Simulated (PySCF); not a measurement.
**Spin-state energies of [Mn(SeH)4]2-**

[Mn(SeH)4]2-: Mn(II) (d5), charge -2. The structure is a PBE0-D3(BJ)/def2-SVP, IEF-PCM water geometry optimised for multiplicity 6; coordination tetrahedral, point group S4, metal–donor distances 2.58 Å.

```
9

Mn    0.000    0.000    0.000
Se    1.502    1.502    1.454
H     0.374    2.120    2.171
Se   -1.502   -1.502    1.454
H    -0.374   -2.120    2.171
Se   -1.502    1.502   -1.454
H    -2.120    0.374   -2.171
Se    1.502   -1.502   -1.454
H     2.120   -0.374   -2.171
```

Method (PySCF 2.14, density fitting): CASSCF(5,5) with orbitals averaged over all microstates of the shell, strongly contracted NEVPT2 on the averaged canonical orbitals; basis x2c-TZVPall on the metal, x2c-SVPall elsewhere; spin-free X2C; IEF-PCM water; spin-orbit coupling by state interaction with the mean-field operator over all roots.

The unrestricted Kohn–Sham energies use the same basis, Hamiltonian, solvent and geometry. All energies are vertical, in cm⁻¹ above the lowest state with 2S+1 = 6; a negative value means that the lower spin is more stable. A dash marks a spin without a sound unrestricted solution.

```json
{"method": "TPSSh", "2S+1 = 4": "15056", "2S+1 = 2": "–"}
{"method": "B3LYP", "2S+1 = 4": "15356", "2S+1 = 2": "–"}
{"method": "PBE0", "2S+1 = 4": "18185", "2S+1 = 2": "–"}
```

Q: What do CASSCF and NEVPT2 in the d shell give?

A: 
| method | 2S+1 = 4 | 2S+1 = 2 |
| --- | --- | --- |
| CASSCF | 27717 | 40312 |
| NEVPT2 | 23757 | 35952 |

Q: How does exact exchange act on the 2S+1 = 4 state?

A: From TPSSh (10 % exact exchange) to PBE0 (25 %) it moves by +3130 cm⁻¹ against the high-spin state, so more exact exchange favours high spin, the usual trend.

The functionals differ in more than their exact exchange.

The active space of the d orbitals alone lacks metal–ligand bonding pairs, which usually tilts NEVPT2 towards high spin.
